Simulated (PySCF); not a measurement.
From results back to the method.

Compound: FGeH₄P.
SMILES: `[F][GeH2][PH2]`

The closed-shell ground state was solved 7 times with PySCF (density fitting, gas phase), always in the def2-SVPD basis (117 functions), with these functionals: B3LYP, BHandHLYP, CAM-B3LYP, HF, LDA, PBE0 and wB97X-D. Isolated species at its PBE0-D3(BJ)/def2-SVP geometry (one conformer only). The calculation is non-relativistic and has no spin–orbit coupling, an omission that weighs most on germanium.

```json
{"row": "P", "total energy (Eh)": "-2515.1253", "HOMO (eV)": "-6.93", "LUMO (eV)": "-1.40", "dipole (D)": "2.52"}
{"row": "Q", "total energy (Eh)": "-2520.2335", "HOMO (eV)": "-9.77", "LUMO (eV)": "1.27", "dipole (D)": "2.59"}
{"row": "R", "total energy (Eh)": "-2519.7107", "HOMO (eV)": "-7.97", "LUMO (eV)": "-0.40", "dipole (D)": "2.56"}
{"row": "S", "total energy (Eh)": "-2517.4662", "HOMO (eV)": "-10.49", "LUMO (eV)": "2.08", "dipole (D)": "2.76"}
{"row": "T", "total energy (Eh)": "-2520.1362", "HOMO (eV)": "-8.95", "LUMO (eV)": "0.35", "dipole (D)": "2.66"}
{"row": "U", "total energy (Eh)": "-2520.2672", "HOMO (eV)": "-7.75", "LUMO (eV)": "-0.64", "dipole (D)": "2.52"}
{"row": "V", "total energy (Eh)": "-2520.3003", "HOMO (eV)": "-9.22", "LUMO (eV)": "0.48", "dipole (D)": "2.61"}
```

**Question.** Which functional belongs to which row?

**Answer.** P = LDA, Q = wB97X-D, R = PBE0, S = HF, T = BHandHLYP, U = B3LYP, V = CAM-B3LYP. By rising HOMO–LUMO gap: LDA (LDA) 5.53 eV; B3LYP (global hybrid, 20 % exact exchange) 7.11 eV; PBE0 (global hybrid, 25 % exact exchange) 7.57 eV; BHandHLYP (global hybrid, 50 % exact exchange) 9.30 eV; CAM-B3LYP (range-separated hybrid) 9.70 eV; wB97X-D (range-separated hybrid) 11.04 eV; HF (all exact exchange) 12.57 eV. Total energies of different functionals aren't bounds to one another; each is stationary for its own functional.

The values belong to the conformer `[F:1][GeH2:2][PH2:3]`: H–P3–Ge2–F1 -179°, H–P3–Ge2–F1 -86°.

wB97X-D is run here without its empirical dispersion term; that term would change no orbital, density or response property at a fixed geometry.
